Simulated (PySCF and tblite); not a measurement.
The numbers below are computed, except where a source is named.
C7H12O, numbered as in [CH2:1]=[CH:2][C@@H:3]1[CH2:4][CH2:5][CH2:6][CH2:7][O:8]1.

Conformers came from 90 starts (ETKDG and KDG, MMFF94s, GFN2-xTB); geometries are PBE0-D3(BJ)/def2-SVP. Free energies are PBE0-D3(BJ)/def2-TZVP single points with GFN2-xTB rigid-rotor and vibrational terms (modes under about 100 cm⁻¹ blended into free rotors). Symmetry numbers and mirror images are counted. Conformers within 4 kcal/mol (GFN2-xTB free energy) were kept, 5 at most. Couplings: B3LYP/pcSseg-1 with pcJ-1 on H (gas phase; spin-dipole term only for pairs with B, N, F, Si or P). Couplings are for ¹H. Of two unlike H on one atom, a is the less shielded (PBE0/pcSseg-1). Programs: PySCF with density fitting and tblite.

Torsions listed: C1–C2–C3–O8. The 6-ring runs over atoms 3–4–5–6–7–8.

| conformer | shape | weight % |
| --- | --- | --- |
| 1 | 6-ring chair (all substituents equatorial); -2° | 69.0 |
| 2 | 6-ring chair (all substituents equatorial); 134° | 29.4 |
| 3 | 6-ring chair (C2 axial); 17° | 0.9 |
| 4 | 6-ring chair (C2 axial); 120° | 0.7 |

Dihedral angles along the coupling paths:

```tsv
coupling	conformer	dihedral (°)
³J(H1a,H2)	1	-180
³J(H1a,H2)	2	179
³J(H1a,H2)	3	-179
³J(H1a,H2)	4	180
³J(H1b,H2)	1	0
³J(H1b,H2)	2	-1
³J(H1b,H2)	3	0
³J(H1b,H2)	4	0
³J(H2,H3)	1	60
³J(H2,H3)	2	-166
³J(H2,H3)	3	80
³J(H2,H3)	4	-176
³J(H3,H4a)	1	-59
³J(H3,H4a)	2	-58
```

(1) What are these vicinal couplings in each conformer, and averaged?

## Answers

(1) 
| coupling | conformer | dihedral (°) | J (Hz) | average (Hz) |
| --- | --- | --- | --- | --- |
| ³J(H1a,H2) | 1 | -180 | 17.9 | 18.0 |
| ³J(H1a,H2) | 2 | 179 | 18.3 | 18.0 |
| ³J(H1a,H2) | 3 | -179 | 18.4 | 18.0 |
| ³J(H1a,H2) | 4 | 180 | 17.6 | 18.0 |
| ³J(H1b,H2) | 1 | 0 | 11.9 | 11.8 |
| ³J(H1b,H2) | 2 | -1 | 11.7 | 11.8 |
| ³J(H1b,H2) | 3 | 0 | 12.0 | 11.8 |
| ³J(H1b,H2) | 4 | 0 | 11.4 | 11.8 |
| ³J(H2,H3) | 1 | 60 | 3.2 | 4.8 |
| ³J(H2,H3) | 2 | -166 | 8.8 | 4.8 |
| ³J(H2,H3) | 3 | 80 | 2.2 | 4.8 |
| ³J(H2,H3) | 4 | -176 | 11.0 | 4.8 |
| ³J(H3,H4a) | 1 | -59 | 2.5 | 2.6 |
| ³J(H3,H4a) | 2 | -58 | 2.7 | 2.6 |
